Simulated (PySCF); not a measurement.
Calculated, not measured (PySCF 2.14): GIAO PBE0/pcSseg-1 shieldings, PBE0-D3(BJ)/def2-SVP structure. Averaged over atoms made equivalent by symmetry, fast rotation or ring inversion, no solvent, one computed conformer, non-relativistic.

References, each an isolated molecule treated in the same way: ¹H (σref 31.27) and ¹³C (σref 184.41) vs TMS. Carbons bonded to boron are broad in practice. Shifts are as computed. Against solution values, carbons near 30 ppm lie about +2 ppm off and those near 130 ppm about +5 ppm. Of 1309 compounds with measured shifts, 239 miss one by over three times the rms of a fit or turn the order of signals round; such compounds aren't used in these exercises. OH and NH positions are gas-phase values without hydrogen bonding to other molecules.

(1) Order these molecules by the shift of their most deshielded carbon-bound hydrogen, lowest δ first.
A. O[SiH2]O[SiH2]C[SiH3]
B. BC#C
C. O=S(=O)(O)c1cncn1[SiH3]

(2) How many ¹³C and ¹H signals does each give (equivalence by symmetry and fast rotation, but not about amide C–N or C=N bonds)? `C=CC(C=C)/C=C/S[SiH3]`, `BC#C`, `O[SiH2]O[SiH2]C[SiH3]`, `O=S(=O)(O)c1cncn1[SiH3]`

Answers

(1) A (-0.09 ppm, hydrogen on an sp3 CH2 bonded to 2 Si), B (5.92 ppm, hydrogen on a terminal alkyne carbon), C (7.81 ppm, hydrogen on an aromatic CH next to a ring nitrogen).

(2) C=CC(C=C)/C=C/S[SiH3]: 5 C, 7 H; BC#C: 2 C, 2 H; O[SiH2]O[SiH2]C[SiH3]: 1 C, 5 H; O=S(=O)(O)c1cncn1[SiH3]: 3 C, 4 H.
